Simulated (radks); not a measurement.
Ionisation ladder of xenon, from Xe XVIII to Xe XXII. Each ion is in the ground configuration listed by NIST, and IE = E(next ion) - E(this ion). Calculated with a radial shooting solver on a logarithmic mesh with Libxc functionals: scalar-relativistic Kohn-Sham, r2SCAN, spin-polarised, spherical densities, finite nucleus; open shells are filled with parallel spins first (spin-orbit coupling, left out, can overturn this in heavy ions); meta-GGA in the generalised Kohn-Sham scheme; Fermi nuclear charge, rms radius 4.7859 fm.

| species | configuration | IE, Delta-SCF (eV) | -e(HOMO) (eV) | HOMO |
|---|---|---|---|---|
| Xe XVIII | [Kr] 4d1 | 433.16 | 418.51 | 4d up |
| Xe XIX | [Kr] | ? | 541.73 | 4p |
| Xe XX | [Ar] 3d10 4s2 4p5 | ? | 572.78 | 4p down |
| Xe XXI | [Ar] 3d10 4s2 4p4 | 618.17 | 603.43 | 4p down |
| Xe XXII | [Ar] 3d10 4s2 4p3 | 661.65 | 645.60 | 4p up |

Estimate the withheld Delta-SCF values.

Answer. Xe XIX: 557.06 eV (NIST 549); Xe XX: 587.96 eV (NIST 582).
